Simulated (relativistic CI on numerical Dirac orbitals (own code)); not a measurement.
## Pd¹⁸⁺: sensitivity of the levels to the model

Base calculation: Dirac-Coulomb-Breit CI, separate exchange-only KLI orbitals for each configuration, model QED (radiative potential, 1s self-energy scaled to tabulated hydrogen-like ionisation energies), unscaled Slater integrals.

Configurations in the expansion (outside the closed core [Ne]): 3s2 3p6 3d10, 3s2 3p6 3d9 4s, 3s2 3p6 3d9 4p, 3s2 3p6 3d9 4d, 3s2 3p6 3d8 4s2, 3s2 3p6 3d9 4f, 3s2 3p5 3d10 4s, 3s2 3p6 3d8 4s 4p, 3s2 3p6 3d9 5s, 3s2 3p6 3d8 4p2, 3s2 3p5 3d10 4p, 3s2 3p6 3d9 5p, 3s2 3p6 3d8 4s 4d, 3s2 3p6 3d9 5d, 3s2 3p6 3d8 4p 4d, 3s2 3p6 3d9 5f, 3s2 3p5 3d10 4d, 3s2 3p6 3d9 5g, 3s2 3p5 3d9 4s2, 3s 3p6 3d10 4s, 3s2 3p6 3d9 6s, 3s2 3p6 3d8 4d2, 3s2 3p6 3d9 6p, 3s2 3p5 3d9 4s 4p, 3s2 3p6 3d9 6d, 3s 3p6 3d10 4p, 3s2 3p5 3d10 4f, 3s2 3p5 3d9 4p2, 3s2 3p5 3d9 4s 4d, 3s 3p6 3d9 4s2, 3s2 3p5 3d10 5s, 3s2 3p5 3d9 4p 4d, 3s 3p6 3d10 4d, 3s 3p6 3d9 4s 4p, 3s2 3p5 3d10 5p, 3s2 3p4 3d10 4s2. Levels of other configurations are missing.

Variants: (1) only the first 3 configurations. Shifts of the energy above 3s2 3p6 3d10 1S_0, in eV, for the lowest level and the first level of each name with at least 55 % of one term (blank where a level changes its place among those of its configuration and J or its character, or is not in the variant):

```csv
Level,Base,Δ(1)
3s2 3p6 3d10 1S_0,0.000,0.000
3s2 3p6 3d9 4s 3D_3,318.345,-0.661
3s2 3p6 3d9 4s 3D_1,323.959,-0.662
3s2 3p6 3d9 4p 3P°_2,355.317,-0.554
3s2 3p6 3d9 4p 3F°_2,361.284,-0.743
3s2 3p6 3d9 4p 3P°_1,361.846,-0.589
3s2 3p6 3d9 4p 3F°_4,362.873,-0.753
3s2 3p6 3d9 4p 1D°_2,364.314,-0.764
3s2 3p6 3d9 4p 1P°_1,364.856,-0.591
3s2 3p6 3d9 4p 3D°_3,365.226,-0.821
3s2 3p6 3d9 4p 3P°_0,366.779,-0.485
3s2 3p6 3d9 4p 3D°_1,369.643,-0.725
3s2 3p6 3d9 4p 3D°_2,370.573,-0.818
3s2 3p6 3d9 4d 3S_1,421.012,
```

At this charge energies of transitions that change n are usually good to better than 1 %, and those within a shell (Δn = 0) to a few per cent.

Ionisation energy from the two ground configurations alone: base 810.137 eV. The NIST ASD value (theoretical) is 810 eV.

LS names give the leading component of a level, which can be under half, so a name can repeat, a term be missing and a line seem to break the LS rules.
